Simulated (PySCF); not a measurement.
C3H10ClNSi, SMILES CN[C@@H](C)[SiH2]Cl.

Coordinates come from a PBE-D3(BJ)/def2-SVP optimisation. The structure was generated by enumeration; whether it is a known compound was not checked. Other conformers were not sampled.

Calculation: PBE-D3(BJ)/def2-SVP (PySCF).

Frequencies are harmonic and unscaled.

Task: Estimate the vibrational spectrum. (Estimate from the structure and the level; the computed values follow.)

Result: 
```json
[
 {"mode": "1", "ν (cm⁻¹)": "50", "IR (km/mol)": "4.1", "moving atoms (share of kinetic energy)": "H 34 %, C 26 %, Cl 18 %, Si 11 %, N 10 %"},
 {"mode": "2", "ν (cm⁻¹)": "83", "IR (km/mol)": "5.8", "moving atoms (share of kinetic energy)": "C 30 %, Cl 26 %, H 23 %, Si 13 %"},
 {"mode": "3", "ν (cm⁻¹)": "121", "IR (km/mol)": "0.5", "moving atoms (share of kinetic energy)": "C 33 %, Si 29 %, H 26 %"},
 {"mode": "4", "ν (cm⁻¹)": "182", "IR (km/mol)": "2.3", "moving atoms (share of kinetic energy)": "H 31 %, Cl 24 %, C 22 %, N 12 %, Si 11 %"},
 {"mode": "5", "ν (cm⁻¹)": "230", "IR (km/mol)": "0.3", "moving atoms (share of kinetic energy)": "H 64 %, C 24 %"},
 {"mode": "6", "ν (cm⁻¹)": "252", "IR (km/mol)": "0.3", "moving atoms (share of kinetic energy)": "H 85 %, C 10 %"},
 {"mode": "7", "ν (cm⁻¹)": "277", "IR (km/mol)": "10.0", "moving atoms (share of kinetic energy)": "H 57 %, N 22 %, C 11 %"},
 {"mode": "8", "ν (cm⁻¹)": "321", "IR (km/mol)": "3.8", "moving atoms (share of kinetic energy)": "H 36 %, C 27 %, N 24 %, Si 10 %"},
 {"mode": "9", "ν (cm⁻¹)": "405", "IR (km/mol)": "11.6", "moving atoms (share of kinetic energy)": "C 44 %, H 39 %, N 13 %"},
 {"mode": "10", "ν (cm⁻¹)": "503", "IR (km/mol)": "99.1", "moving atoms (share of kinetic energy)": "Si 48 %, Cl 40 %, H 9 %"},
 {"mode": "11", "ν (cm⁻¹)": "555", "IR (km/mol)": "16.9", "moving atoms (share of kinetic energy)": "H 58 %, Si 25 %, C 13 %"},
 {"mode": "12", "ν (cm⁻¹)": "672", "IR (km/mol)": "44.2", "moving atoms (share of kinetic energy)": "H 70 %, C 14 %, Si 9 %"},
 {"mode": "13", "ν (cm⁻¹)": "689", "IR (km/mol)": "22.8", "moving atoms (share of kinetic energy)": "H 59 %, C 21 %, N 14 %"},
 {"mode": "14", "ν (cm⁻¹)": "717", "IR (km/mol)": "8.2", "moving atoms (share of kinetic energy)": "H 69 %, C 22 %, Si 9 %"},
 {"mode": "15", "ν (cm⁻¹)": "835", "IR (km/mol)": "224.6", "moving atoms (share of kinetic energy)": "H 90 %, Si 9 %"},
 {"mode": "16", "ν (cm⁻¹)": "862", "IR (km/mol)": "5.0", "moving atoms (share of kinetic energy)": "H 62 %, C 26 %, N 13 %"},
 {"mode": "17", "ν (cm⁻¹)": "902", "IR (km/mol)": "78.5", "moving atoms (share of kinetic energy)": "H 94 %"},
 {"mode": "18", "ν (cm⁻¹)": "967", "IR (km/mol)": "5.2", "moving atoms (share of kinetic energy)": "H 79 %, C 19 %"},
 {"mode": "19", "ν (cm⁻¹)": "1025", "IR (km/mol)": "6.4", "moving atoms (share of kinetic energy)": "H 75 %, C 25 %"},
 {"mode": "20", "ν (cm⁻¹)": "1054", "IR (km/mol)": "20.5", "moving atoms (share of kinetic energy)": "C 69 %, H 21 %, N 10 %"},
 {"mode": "21", "ν (cm⁻¹)": "1102", "IR (km/mol)": "3.8", "moving atoms (share of kinetic energy)": "H 75 %, C 19 %"},
 {"mode": "22", "ν (cm⁻¹)": "1150", "IR (km/mol)": "41.3", "moving atoms (share of kinetic energy)": "N 38 %, C 34 %, H 28 %"},
 {"mode": "23", "ν (cm⁻¹)": "1182", "IR (km/mol)": "0.8", "moving atoms (share of kinetic energy)": "H 51 %, C 32 %, N 17 %"},
 {"mode": "24", "ν (cm⁻¹)": "1202", "IR (km/mol)": "13.0", "moving atoms (share of kinetic energy)": "H 53 %, C 39 %"},
 {"mode": "25", "ν (cm⁻¹)": "1279", "IR (km/mol)": "5.5", "moving atoms (share of kinetic energy)": "H 76 %, C 21 %"},
 {"mode": "26", "ν (cm⁻¹)": "1338", "IR (km/mol)": "4.9", "moving atoms (share of kinetic energy)": "H 76 %, C 23 %"},
 {"mode": "27", "ν (cm⁻¹)": "1389", "IR (km/mol)": "5.5", "moving atoms (share of kinetic energy)": "H 84 %, C 12 %"},
 {"mode": "28", "ν (cm⁻¹)": "1396", "IR (km/mol)": "4.5", "moving atoms (share of kinetic energy)": "H 82 %, C 13 %"},
 {"mode": "29", "ν (cm⁻¹)": "1410", "IR (km/mol)": "8.1", "moving atoms (share of kinetic energy)": "H 97 %"},
 {"mode": "30", "ν (cm⁻¹)": "1416", "IR (km/mol)": "5.3", "moving atoms (share of kinetic energy)": "H 94 %"},
 {"mode": "31", "ν (cm⁻¹)": "1426", "IR (km/mol)": "7.3", "moving atoms (share of kinetic energy)": "H 95 %"},
 {"mode": "32", "ν (cm⁻¹)": "1444", "IR (km/mol)": "11.1", "moving atoms (share of kinetic energy)": "H 94 %"},
 {"mode": "33", "ν (cm⁻¹)": "2176", "IR (km/mol)": "70.9", "moving atoms (share of kinetic energy)": "H 98 %"},
 {"mode": "34", "ν (cm⁻¹)": "2189", "IR (km/mol)": "111.3", "moving atoms (share of kinetic energy)": "H 95 %"},
 {"mode": "35", "ν (cm⁻¹)": "2871", "IR (km/mol)": "109.7", "moving atoms (share of kinetic energy)": "H 95 %"},
 {"mode": "36", "ν (cm⁻¹)": "2911", "IR (km/mol)": "25.9", "moving atoms (share of kinetic energy)": "H 92 %"},
 {"mode": "37", "ν (cm⁻¹)": "2953", "IR (km/mol)": "28.0", "moving atoms (share of kinetic energy)": "H 97 %"},
 {"mode": "38", "ν (cm⁻¹)": "3004", "IR (km/mol)": "24.1", "moving atoms (share of kinetic energy)": "H 93 %"},
 {"mode": "39", "ν (cm⁻¹)": "3034", "IR (km/mol)": "18.8", "moving atoms (share of kinetic energy)": "H 91 %, C 9 %"},
 {"mode": "40", "ν (cm⁻¹)": "3060", "IR (km/mol)": "14.4", "moving atoms (share of kinetic energy)": "H 91 %, C 9 %"},
 {"mode": "41", "ν (cm⁻¹)": "3068", "IR (km/mol)": "7.3", "moving atoms (share of kinetic energy)": "H 91 %, C 9 %"},
 {"mode": "42", "ν (cm⁻¹)": "3443", "IR (km/mol)": "2.1", "moving atoms (share of kinetic energy)": "H 93 %"}
]
```
